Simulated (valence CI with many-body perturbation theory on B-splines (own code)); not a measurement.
The numbers below are computed, except where a source is named.
## Run record, Zn X

Method: configuration interaction combined with many-body perturbation theory (CI+MBPT): three valence electrons over a frozen Dirac-Fock core [Ar], radial functions for each j: 3 s, 3 p, 2 d, 2 f, with the one-electron correlation potential Σ1 (screened to all orders), the two-electron term Σ2, the three-electron term Σ3, Breit, model QED; selected single and double excitations, second order for the rest, scaled by the run's own slope (own B-spline code, finite nucleus).

Command, and the settings that its task file holds:

```sh
python run_cv.py task.json out
```

```
atom Zn  Z=30  mass_number=64  rms_radius_fm=3.9283
core [Ar]
valence 3d3
avg = 1
basis = S
breit = 1
cap = 10000
capref = 1200
cscale = 1
de = 0.0
dress = 0
eps = 2e-08
extrap = 1
h = 0.27
hh = 1
l2 = 3
lcore = 6
maxit = 60
n2 = 5
natural = 1
nlev = 20
nno = [0, 0, 0, 0, 0]
nroot = 26
nsp = [3, 3, 2, 2, 0]
pt2 = 1
qed = 1
rpa = 1
s1 = 1
s2 = 1
s3 = 1
screen = 1
tol = 2e-05
whole = 1
```

It took 15 s on 1 thread of Arm Neoverse N1, on a shared host.

Log. The first blocks belong to the next ion, which gives the ionisation energy. Fields: 2J, parity (1 odd), roots, reference size, generating configurations, candidates as configurations/state functions, variational space P, stored matrix elements, Davidson steps; e2 is the range of second-order energies in hartree. The first line gives the box (bohr), its intervals, the orbitals and the steps of their self-consistent field. Window is the range of levels sought, series limit the energy at which the first omitted orbital would enter, core excitation an estimate of the first excitation out of the core, left out the lowest levels not solved, and shifts from estimates the range by which levels moved from their first estimate, all in cm⁻¹.

```
rmax 11.5 intervals 63 orbitals 17 references ['3d3', '3d2 4s', '3d2 4p'] scf 5 t 1.7
2J=4 par=0 roots 2 ref 42 generators 4 cand 17/17 P 59/59 nnz 0 it 0
2J=4 par=0 roots 2 ref 42 generators 6 cand 3/3 P 62/62 nnz 0 it 0
   second order: generators 8 cand 3/3 e2 -0.00000 -0.00000
2J=6 par=0 roots 2 ref 32 generators 4 cand 11/11 P 43/43 nnz 0 it 0
2J=6 par=0 roots 2 ref 32 generators 7 cand 2/2 P 45/45 nnz 0 it 0
   second order: generators 8 cand 0/0 e2 -0.00000 -0.00000
2J=8 par=0 roots 2 ref 24 generators 3 cand 5/5 P 29/29 nnz 0 it 0
2J=8 par=0 roots 2 ref 24 generators 5 cand 6/6 P 35/35 nnz 0 it 0
   second order: generators 5 cand 0/0 e2 -0.00000 -0.00000
reference levels 431, estimated 19, window 115157 1/cm; series limit 1394548, core excitation 574306
2J=3 par=0 roots 5 ref 31 generators 4 cand 0/0 P 105/219 nnz 0 it 0
2J=3 par=0 roots 5 ref 31 generators 5 cand 23/47 P 128/266 nnz 0 it 0
   second order: generators 13 cand 201/419 e2 -0.00000 -0.00000
2J=5 par=0 roots 5 ref 33 generators 3 cand 0/0 P 104/239 nnz 0 it 0
2J=5 par=0 roots 5 ref 33 generators 5 cand 23/56 P 127/295 nnz 0 it 0
   second order: generators 8 cand 202/479 e2 -0.00000 -0.00000
2J=7 par=0 roots 3 ref 25 generators 2 cand 12/28 P 93/210 nnz 0 it 0
2J=7 par=0 roots 3 ref 25 generators 2 cand 0/0 P 93/210 nnz 0 it 0
   second order: generators 6 cand 192/460 e2 -0.00000 -0.00000
2J=9 par=0 roots 3 ref 18 generators 3 cand 8/19 P 74/148 nnz 0 it 0
2J=9 par=0 roots 3 ref 18 generators 3 cand 8/19 P 82/167 nnz 0 it 0
   second order: generators 4 cand 90/209 e2 -0.00000 -0.00000
2J=1 par=0 roots 2 ref 19 generators 2 cand 0/0 P 88/125 nnz 0 it 0
2J=1 par=0 roots 2 ref 19 generators 3 cand 7/11 P 95/136 nnz 0 it 0
   second order: generators 4 cand 85/114 e2 -0.00000 -0.00000
2J=11 par=0 roots 1 ref 6 generators 1 cand 7/12 P 36/77 nnz 0 it 0
2J=11 par=0 roots 1 ref 6 generators 1 cand 7/12 P 43/89 nnz 0 it 0
   second order: generators 3 cand 100/184 e2 -0.00000 -0.00000
left out: unestimated 715976, estimated none, shifts from estimates -0 to 0
operators 1.5
```

The Davidson iterations converged. The settings are bad on purpose, so the numbers may not be properties of the ion.

No measured levels were compared; by estimate terms of the open shell hold to 2 to 4 % of their energy, and close levels can change places. Only levels of the ground parity were solved; by the run's estimate the other parity begins above the list, which can be wrong where configurations are misplaced.

```
Valence energy                            : -30.20118 hartree
Ionisation energy                         : 237.9 eV (NIST: 238 ± 2.2 eV (theoretical))
Reference configurations for the orbitals : 3d3, 3d2 4s, 3d2 4p
Radial orbitals                           : 17
Box radius                                : 11.46 bohr
Largest variational space                 : 295
Lowest levels                             : 3d3 4F_3/2 0.0000, 3d3 4F_5/2 0.1972, 3d3 4F_7/2 0.4484, 3d3 4F_9/2 0.7375, 3d3 4P_1/2 3.705, 3d3 4P_3/2 3.747, 3d3 4P_5/2 4.032, 3d3 2G_7/2 4.074, 3d3 2G_9/2 4.284, 3d3 2D_3/2 [a] 5.262, 3d3 2P_1/2 5.407, 3d3 2H_9/2 5.556, 3d3 2H_11/2 5.671, 3d3 2D_5/2 [a] 5.951 eV
```

Names give the largest LS component (configuration and term), which can be under half, so a name can repeat, a term be missing and a line seem to break the LS rules; names also repeat where a configuration has a term twice. Letters in brackets count levels of one name in rising energy.
